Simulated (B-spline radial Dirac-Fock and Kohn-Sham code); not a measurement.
## Sr¹⁴⁺: eigenvalues, ΔSCF and the reference

System: Sr¹⁴⁺ in the configuration [Ar] 3d6.

The density-functional columns are spherical, spin-unpolarised Dirac-Kohn-Sham results without Breit or QED terms: −ε is minus the orbital energy of the initial state and ΔSCF the difference of two total energies. The reference in the last column comes from relaxed Dirac-Fock hole states (ΔSCF) with Breit and QED corrections and a finite nucleus. All numbers are from a B-spline atomic structure program, in eV; a selection of levels is shown. For the 1s level of heavy atoms much of the gap between ΔSCF and the reference is the Breit and QED part, -39.4 eV here; for other levels the error of the functional can be larger.

```csv
level,LDA −ε,LDA ΔSCF,Dirac-Fock
K (1s),16305.2,16561.5,16526.8
L1 (2s),2550.0,2603.9,2638.4
L2 (2p1/2),2359.2,2423.0,2426.0
L3 (2p3/2),2290.7,2352.7,2358.4
M1 (3s),685.0,708.1,725.0
M2 (3p1/2),615.8,639.2,645.1
M3 (3p3/2),603.8,626.8,633.1
"M4,5 (3d)",483.6,508.1,506.4
```

Values without a named source are computed, but for edge energies of neutral atoms, which are taken from tables.
